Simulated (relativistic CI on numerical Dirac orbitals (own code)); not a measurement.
# Ligand-field terms of d4

Computed with a parametric ligand-field model of a d^n configuration (Racah B and C, spin-orbit zeta, crystal field), exact diagonalisation.

Field parameters in Wybourne normalisation: Oh B⁴₀ = 21Dq, B⁴₄ = √(5/14) B⁴₀; Td as Oh with Dq negative (B⁴₀ = 21Dq, B⁴₄ = √(5/14) B⁴₀). The field is a parameter set, without covalency.

(1) Lowest levels for B = 510, C = 2270, ζ = 4050 cm⁻¹, Oh, 10Dq = 25400 cm⁻¹?

(2) Lowest levels for B = 880, C = 4060, ζ = 740 cm⁻¹, Td, 10Dq = -7800 cm⁻¹?

(3) Lowest levels for B = 830, C = 3250, ζ = 850 cm⁻¹, Oh, 10Dq = 5100 cm⁻¹?

(4) Lowest levels for B = 740, C = 2650, ζ = 850 cm⁻¹, Oh, 10Dq = 38400 cm⁻¹?

(5) Lowest levels for B = 790, C = 3090, ζ = 800 cm⁻¹, Oh, 10Dq = 12350 cm⁻¹?

## Answers

(1) A1 0 (S 1.06), T1 5091 (S 1.12), T2 7978 (S 0.88), E 8118 (S 0.98), T2 15973 (S 0.59), E 16221 (S 0.57), A2 20123 (S 1.95), T2 20383 (S 1.87), T1 20632 (S 1.83) cm⁻¹, with S from ⟨S²⟩ = S(S + 1). The ground level has 0.21 electrons in the cubic e pair.

(2) A1 0 (S 1.99), T1 90 (S 2.00), T2 171 (S 2.00), E 671 (S 2.00), T1 719 (S 2.00), T2 1087 (S 2.00), A2 8353 (S 2.00), T2 8366 (S 2.00), E 8378 (S 2.00) cm⁻¹, with S from ⟨S²⟩ = S(S + 1). The ground level has 1.99 electrons in the cubic e pair.

(3) A1 0 (S 1.99), T1 113 (S 1.99), E 223 (S 2.00), T2 294 (S 2.00), A2 369 (S 2.00), T2 5035 (S 2.00), T1 5086 (S 1.99), A1 5154 (S 1.99), T1 5675 (S 1.99) cm⁻¹, with S from ⟨S²⟩ = S(S + 1). The ground level has 1.04 electrons in the cubic e pair.

(4) A1 0 (S 1.00), T1 540 (S 1.00), T2 1343 (S 1.00), E 1351 (S 1.00), T2 9441 (S 0.02), E 10398 (S 0.01), A1 20576 (S 0.02), A2 22369 (S 2.00), T2 22377 (S 2.00) cm⁻¹, with S from ⟨S²⟩ = S(S + 1). The ground level has 0.02 electrons in the cubic e pair.

(5) A1 0 (S 1.97), T1 107 (S 1.98), E 204 (S 1.99), T2 267 (S 1.99), A2 331 (S 2.00), A1 5882 (S 1.05), T1 6295 (S 1.03), T2 6769 (S 1.00), E 6850 (S 1.01) cm⁻¹, with S from ⟨S²⟩ = S(S + 1). The ground level has 0.97 electrons in the cubic e pair.
